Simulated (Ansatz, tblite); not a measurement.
Removing an electron: [InClH3]- (InH₃Cl⁻). The state is a singlet with charge -1. Geometry: PBE0-D4/def2-TZVPD. Ansatz, gas phase; energy differences of separate SCF runs; the oxidised species was run as a doublet alone.

Cartesian coordinates in Å:
```
In 0.127 0.137 0.138
Cl -1.238 -1.335 -1.345
H 1.670 0.305 -0.700
H 0.235 -0.744 1.662
H -0.794 1.637 0.245
```

In the def2 sets In takes a core potential; there is no spin–orbit coupling. The xTB rows come from tblite. Correlated methods freeze 9 core orbitals; core or outer-core shells of In are correlated, in sets that lack core-valence functions. In CCSD on the charge 0 doublet the largest single amplitude is 0.22, so its Hartree–Fock determinant may place the open shell otherwise than the density functionals do. HOMO above LUMO, or a gap near zero within one spin, warns that the state may not be the lowest or that an electron is smeared out.

```json
{"level": "GFN1-xTB", "−HOMO (eV)": "7.05", "vertical IE (eV)": "9.46", "−LUMO (eV)": "-0.45", "HOMO–LUMO gap (eV)": "7.50", "remarks": "–"}
{"level": "GFN2-xTB", "−HOMO (eV)": "6.56", "vertical IE (eV)": "9.23", "−LUMO (eV)": "-0.53", "HOMO–LUMO gap (eV)": "7.09", "remarks": "–"}
{"level": "HF/def2-TZVPPD", "−HOMO (eV)": "–", "vertical IE (eV)": "4.56", "−LUMO (eV)": "–", "HOMO–LUMO gap (eV)": "–", "remarks": "–"}
{"level": "r2SCAN-D4/def2-TZVPD", "−HOMO (eV)": "1.86", "vertical IE (eV)": "4.53", "−LUMO (eV)": "-3.68", "HOMO–LUMO gap (eV)": "5.53", "remarks": "gap within one spin near zero (doublet)"}
{"level": "PBE0-D4/def2-TZVPD", "−HOMO (eV)": "2.77", "vertical IE (eV)": "4.74", "−LUMO (eV)": "-3.47", "HOMO–LUMO gap (eV)": "6.25", "remarks": "–"}
{"level": "MP2/def2-TZVPPD", "−HOMO (eV)": "–", "vertical IE (eV)": "5.19", "−LUMO (eV)": "–", "HOMO–LUMO gap (eV)": "–", "remarks": "–"}
{"level": "CCSD/def2-TZVPPD", "−HOMO (eV)": "–", "vertical IE (eV)": "5.14", "−LUMO (eV)": "–", "HOMO–LUMO gap (eV)": "–", "remarks": "–"}
{"level": "CCSD(T)/def2-TZVPPD", "−HOMO (eV)": "–", "vertical IE (eV)": "5.06", "−LUMO (eV)": "–", "HOMO–LUMO gap (eV)": "–", "remarks": "–"}
```

Relaxing the oxidised species (PBE0-D4/def2-TZVPD) changes its energy by -0.64 eV at PBE0-D4/def2-TZVPD, so the adiabatic ionisation energy to this nearest minimum is 4.10 eV.  Run but left out: PBE-D4/def2-TZVPD (neutral doublet: an occupied level 0.16 eV above an empty one).  Raw xTB energy differences between charge states are shifted by several eV; the methods need an empirical correction for them.
